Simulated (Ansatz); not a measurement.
Basis-set extrapolation for CH₅BFNS (PBE0-D4/def2-TZVP geometry, frozen core, Ansatz 0.2.0). Multiplicity 1, RHF reference.

|  | def2-TZVPP | def2-QZVPP |
| --- | --- | --- |
| HF | -616.980876 | -617.001918 |
| MP2 correlation | -0.909082 | -0.981303 |
| CCSD(T) correlation | -0.988858 | not run |

Energies in hartree. Use E(X) = E(∞) + A·exp(−7.88·√X) for Hartree–Fock and E(X) = E(∞) + B·X^(−2.97) for correlation, with X = 3 and 4, and add CCSD(T) minus MP2 of the smaller set to the MP2 limit.

Question: What is the CCSD(T) energy at the basis-set limit?

Answer: HF limit: -617.001918 + (-0.021042) × 0.13774 = -617.00482. MP2 limit: -0.981303 + (-0.072221) × 0.74074 = -1.03480. Higher-order term: -0.988858 − (-0.909082) = -0.07978. Total: -618.11940 hartree, 392.9 kJ/mol below CCSD(T)/def2-TZVPP.
